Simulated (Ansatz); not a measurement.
The inner images of a band of Cl3H2NTi + H2S (10 atoms, charge 0, multiplicity 1) are given out of order.

Level of theory: RKS B3LYP/def2-SVP in Ansatz 0.2.0.

Initial state:

```xyz
10
Properties=species:S:1:pos:R:3
Ti -0.236 0.510 -0.119
Cl 0.556 0.323 1.935
Cl 1.248 1.494 -1.419
Cl -2.152 1.572 -0.257
N -0.517 -1.191 -0.716
H -1.157 -1.449 -1.469
H 0.000 -2.005 -0.354
S 1.247 -3.623 1.173
H 0.118 -3.858 1.882
H 1.474 -2.456 1.824
```

Final state:

```xyz
10
Properties=species:S:1:pos:R:3
Ti 0.521 -0.120 -0.356
Cl -1.459 -2.325 2.536
Cl 1.620 0.279 -2.212
Cl -0.307 1.651 0.640
N -0.777 -1.350 -0.750
H -1.405 -1.700 -0.017
H -0.983 -1.759 -1.661
S 1.838 -1.145 1.274
H 1.780 -2.354 0.662
H -0.247 -1.861 2.364
```

Q: Put them in order from the first end to the last, with their energies above the first end.
A.
```xyz
10
Properties=species:S:1:pos:R:3
Ti 0.420 -0.276 -0.244
Cl -1.250 -1.560 2.610
Cl 1.512 0.190 -2.074
Cl -0.422 1.536 0.664
N -0.855 -1.484 -0.779
H -1.618 -1.784 -0.168
H -0.966 -1.821 -1.736
S 1.948 -1.333 1.209
H 1.768 -2.556 0.651
H 0.044 -1.595 2.345
```
B.
```xyz
10
Properties=species:S:1:pos:R:3
Ti -0.079 -0.156 0.129
Cl -0.706 -0.125 2.296
Cl 1.655 -0.124 -1.317
Cl -0.982 1.781 -0.454
N -1.151 -1.469 -0.583
H -2.022 -1.770 -0.146
H -1.101 -1.741 -1.565
S 1.905 -1.798 1.374
H 1.918 -2.811 0.478
H 1.146 -2.470 2.269
```
C.
```xyz
10
Properties=species:S:1:pos:R:3
Ti 0.221 -0.352 -0.018
Cl -0.968 -1.106 2.329
Cl 1.462 -0.132 -1.816
Cl -0.479 1.696 0.396
N -1.014 -1.513 -0.732
H -1.828 -1.817 -0.199
H -1.063 -1.774 -1.716
S 1.978 -1.494 1.359
H 1.799 -2.662 0.696
H 0.471 -1.528 2.179
```
D.
```xyz
10
Properties=species:S:1:pos:R:3
Ti -0.306 0.228 -0.037
Cl -0.313 0.075 2.168
Cl 1.662 0.336 -0.974
Cl -1.518 1.977 -0.592
N -1.124 -1.280 -0.698
H -2.011 -1.645 -0.349
H -0.807 -1.793 -1.521
S 2.286 -2.953 1.481
H 1.240 -3.490 0.813
H 1.472 -2.139 2.190
```
E.
```xyz
10
Properties=species:S:1:pos:R:3
Ti -0.285 0.405 -0.062
Cl -0.067 0.288 2.145
Cl 1.704 0.741 -0.937
Cl -1.769 1.901 -0.653
N -0.890 -1.214 -0.651
H -1.820 -1.437 -1.006
H -0.285 -2.040 -0.572
S 1.708 -3.192 0.913
H 0.817 -3.982 1.554
H 1.468 -2.153 1.748
```

A: E (+0.03 eV), D (+0.17 eV), B (+0.30 eV), C (+1.04 eV), A (+0.73 eV).

Run time: 5.8 min on 4 threads of Intel(R) Xeon(R) CPU @ 2.60GHz (Ice Lake) (shared host), peak memory 0.47 GiB.
